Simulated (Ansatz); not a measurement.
B5N4H16⁻, a cluster cut from zinc blende BN (hydrogen-capped) was relaxed with r2SCAN-D4 (def2-SVP) in Ansatz in these states: charge -1 singlet, neutral doublet. The geometries follow in no particular order.

A:

Cartesian coordinates in Å:
```
N 0.706 -1.193 0.322
N 1.286 1.073 -0.730
N -1.362 -0.588 -1.065
N -0.652 0.854 0.933
B -0.398 -1.789 -0.621
B 1.867 -0.370 -0.340
B 0.068 -0.420 1.559
B 0.384 1.867 0.331
B -1.880 0.448 0.044
H 1.166 -2.008 0.730
H 0.797 1.019 -1.625
H 2.092 1.667 -0.928
H -2.193 -1.017 -1.474
H -0.942 -0.078 -1.844
H -1.061 1.343 1.731
H 0.088 -2.280 -1.649
H -1.095 -2.603 -0.015
H 2.276 -0.903 -1.381
H 2.781 -0.184 0.464
H 0.958 -0.061 2.334
H -0.763 -1.139 2.120
H 1.142 2.285 1.207
H -0.174 2.795 -0.271
H -2.729 -0.140 0.715
H -2.363 1.423 -0.549
```

B:

```xyz
25

N    -0.2140   -1.2987    0.4599
N     0.1691    1.0727    1.4891
N     1.5023   -0.2591   -1.0354
N    -0.8869    0.7628   -0.7586
B     0.8222   -1.6319   -0.6982
B     0.3356   -0.5049    1.7352
B    -1.2984   -0.6321   -0.3525
B    -1.0688    1.5121    0.6313
B     0.5200    0.9214   -1.5030
H    -0.5568   -2.1897    0.8195
H     1.0020    1.4938    1.0666
H     0.0956    1.5031    2.4121
H     2.1657   -0.4024   -1.7984
H     2.0783    0.0055   -0.2305
H    -1.5801    1.1495   -1.3994
H     1.6202   -2.4801   -0.3122
H     0.2412   -2.0415   -1.7103
H     1.5224   -0.7584    1.9047
H    -0.3563   -0.7973    2.6975
H    -2.4583   -0.7743    0.1602
H    -1.8019   -1.2996   -1.3164
H    -2.0978    1.1383    1.2064
H    -1.1187    2.7241    0.4480
H     0.3373    0.7880   -2.7026
H     1.0262    1.9990   -1.2131
```

**Question.** Judge from the bond lengths which geometry belongs to which state (an estimate).

**Answer.** A is the charge -1 singlet (N4–B7 1.592 Å, N1–B7 1.592 Å, B7–H20 1.234 Å); B is the neutral doublet (N4–B7 1.510 Å, N1–B7 1.510 Å, B7–H20 1.276 Å).
